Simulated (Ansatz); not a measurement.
Consider the isomerisation: `[CH3][GeH]([CH3])[SiH3]` → `C[SiH](C)[GeH3]`.

Calculated with Ansatz (gas phase, PBE0-D4/def2-TZVP geometries, no zero-point term in ΔE). CCSD(T)/CBS is the MP2 limit (def2-TZVPP, def2-QZVPP) plus CCSD(T) − MP2 in def2-TZVPP, frozen cores. For Ge outer-core shells are correlated without core-valence functions, which leaves a few kJ/mol of doubt a bond. Scalar relativity is left out up to krypton.

`[CH3][GeH]([CH3])[SiH3]`:

```xyz
14

C    -1.531    0.022   -1.176
Ge   -0.277   -0.434    0.261
C    -0.331    0.950    1.648
Si    1.934   -0.656   -0.606
H    -1.537   -0.752   -1.944
H    -2.541    0.120   -0.774
H    -1.248    0.968   -1.639
H    -0.706   -1.783    0.886
H    -1.345    1.045    2.042
H     0.339    0.700    2.471
H    -0.028    1.913    1.233
H     2.901   -0.998    0.472
H     2.372    0.625   -1.228
H     1.998   -1.719   -1.647
```

`C[SiH](C)[GeH3]`:

```xyz
14

C     1.462    0.999   -0.613
Si    0.029   -0.208   -0.536
C    -1.614    0.688   -0.660
Ge    0.124   -1.454    1.493
H     2.421    0.478   -0.559
H     1.438    1.567   -1.547
H     1.418    1.709    0.217
H     0.145   -1.177   -1.666
H    -1.675    1.252   -1.595
H    -2.449   -0.016   -0.635
H    -1.738    1.390    0.168
H    -1.033   -2.465    1.597
H     0.029   -0.521    2.717
H     1.443   -2.241    1.619
```

| species | CCSD/def2-TZVPP energy (Eh) |
| --- | --- |
| `[CH3][GeH]([CH3])[SiH3]` | -2446.72083 |
| `C[SiH](C)[GeH3]` | -2446.72785 |

**Question.** Work out ΔE.

**Answer.** ΔE = (-2446.72785) − (-2446.72083) = -0.00702 Eh = -4.4 kcal/mol. CCSD(T)/CBS gives -5.5 kcal/mol.

Largest T1 diagnostic among the species: 0.011.

In def2-TZVPP, CCSD(T) changes the Hartree–Fock value by +1.0 kcal/mol (the triples alone add +0.1 kcal/mol) and MP2 by +1.2 kcal/mol.
